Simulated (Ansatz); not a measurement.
Consider the hydrogenolysis of a B–F bond: `B[SiH2]OBF` + H₂ → `BO[SiH2]B` + H–F.

Calculated with Ansatz (gas phase, PBE0-D4/def2-TZVP geometries, no zero-point term in ΔE). CCSD(T)/CBS is the MP2 limit (def2-TZVPP, def2-QZVPP) plus CCSD(T) − MP2 in def2-TZVPP, frozen cores. This one scheme is used for every species. DFT in def2-TZVPP. One conformer a species, not always the lowest.

```
        level  ΔE (kJ/mol)
    revPBE-D4        137.9
      BLYP-D4        144.0
CCSD/def2-SVP        150.5
MP2/CBS(def2)        136.4
```

Question: What does CCSD(T)/CBS give? (An estimate is asked.)

Answer: Computed: +134.8 kJ/mol. The listed levels differ from it by 3.1, 9.2, 15.7, 1.6 kJ/mol.

Question: What do rigid-rotor, harmonic-oscillator terms from PBE0-D4/def2-TZVP frequencies (298.15 K, 1 bar) make of the CCSD(T)/CBS value? (Best estimate.)

Answer: Computed: ΔZPE = +11.8 kJ/mol, ΔH = +144.8 kJ/mol, ΔS = 18 J/(mol·K), ΔG = +139.4 kJ/mol.

Largest T1 diagnostic among the species: 0.013.

Leaving LDA and LC-ωPBE aside and taking each functional with its dispersion term where it has one, the values, not all of them listed here, spread over 12.3 kJ/mol, from HSE06-D4 to r2SCAN-D4. LDA lies +7.7 kJ/mol from PBE without D4. At CCSD(T), def2-SVP lies +17.9 kJ/mol from the extrapolated value and def2-TZVPP +2.7 kJ/mol. From r2SCAN to r2SCAN0 (25 % exact exchange), in def2-TZVPP and without D4, ΔE moves by −4.1 kJ/mol.
